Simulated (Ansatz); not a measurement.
C₆H₁₁ClO₂, SMILES `CCCOC(=O)CCCl`. Total charge 0; spin multiplicity 1. The geometry is a stationary point of PBE0-D4/def2-TZVP. It is a higher conformer; a search finds a lower one.

```xyz
20

C    -1.291   -1.765   -2.914
C    -0.229   -0.989   -2.155
C    -0.700   -0.621   -0.771
O     0.350    0.105   -0.122
C     0.097    0.507    1.124
O    -0.934    0.295    1.705
C     1.269    1.256    1.700
C     0.990    1.712    3.111
Cl    2.392    2.593    3.769
H    -2.209   -1.181   -3.024
H    -0.944   -2.028   -3.915
H    -1.550   -2.694   -2.399
H     0.032   -0.075   -2.696
H     0.688   -1.580   -2.074
H    -0.939   -1.508   -0.176
H    -1.598    0.003   -0.801
H     1.494    2.106    1.051
H     2.149    0.608    1.665
H     0.797    0.870    3.772
H     0.136    2.385    3.152
```

(1) What is the dipole moment at ωB97M-V/def2-TZVPP? (An estimate is asked.)

(2) And with PBE, r2SCAN, B3LYP? (Best estimate.)

(3) Give the Mulliken charges with ωB97M-V, PBE, r2SCAN in def2-TZVPP. (Estimate.)

Answers

(1) Computed: 2.83 D, with components (-0.24, -1.16, -2.57) D in this frame, pointing from negative to positive charge.

(2) Ansatz gave: PBE 2.86 D, r2SCAN 2.95 D, B3LYP 2.86 D.

(3) Computed: 
```json
{"atom": "C1", "ωB97M-V": "-0.32", "PBE": "-0.26", "r2SCAN": "-0.15"}
{"atom": "C2", "ωB97M-V": "-0.13", "PBE": "-0.07", "r2SCAN": "0.03"}
{"atom": "C3", "ωB97M-V": "-0.06", "PBE": "-0.02", "r2SCAN": "0.08"}
{"atom": "O4", "ωB97M-V": "-0.25", "PBE": "-0.18", "r2SCAN": "-0.25"}
{"atom": "C5", "ωB97M-V": "0.31", "PBE": "0.20", "r2SCAN": "0.30"}
{"atom": "O6", "ωB97M-V": "-0.34", "PBE": "-0.28", "r2SCAN": "-0.36"}
{"atom": "C7", "ωB97M-V": "-0.20", "PBE": "-0.14", "r2SCAN": "-0.07"}
{"atom": "C8", "ωB97M-V": "-0.15", "PBE": "-0.07", "r2SCAN": "0.05"}
{"atom": "Cl9", "ωB97M-V": "-0.13", "PBE": "-0.16", "r2SCAN": "-0.18"}
{"atom": "H10", "ωB97M-V": "0.10", "PBE": "0.08", "r2SCAN": "0.04"}
{"atom": "H11", "ωB97M-V": "0.11", "PBE": "0.09", "r2SCAN": "0.05"}
{"atom": "H12", "ωB97M-V": "0.10", "PBE": "0.08", "r2SCAN": "0.04"}
{"atom": "H13", "ωB97M-V": "0.09", "PBE": "0.07", "r2SCAN": "0.02"}
{"atom": "H14", "ωB97M-V": "0.09", "PBE": "0.07", "r2SCAN": "0.02"}
{"atom": "H15", "ωB97M-V": "0.12", "PBE": "0.09", "r2SCAN": "0.06"}
{"atom": "H16", "ωB97M-V": "0.12", "PBE": "0.09", "r2SCAN": "0.06"}
{"atom": "H17", "ωB97M-V": "0.12", "PBE": "0.10", "r2SCAN": "0.06"}
{"atom": "H18", "ωB97M-V": "0.12", "PBE": "0.10", "r2SCAN": "0.06"}
{"atom": "H19", "ωB97M-V": "0.14", "PBE": "0.12", "r2SCAN": "0.08"}
{"atom": "H20", "ωB97M-V": "0.14", "PBE": "0.12", "r2SCAN": "0.08"}
```

B3LYP here is the variant with VWN-RPA as its local correlation; programs differ in this.
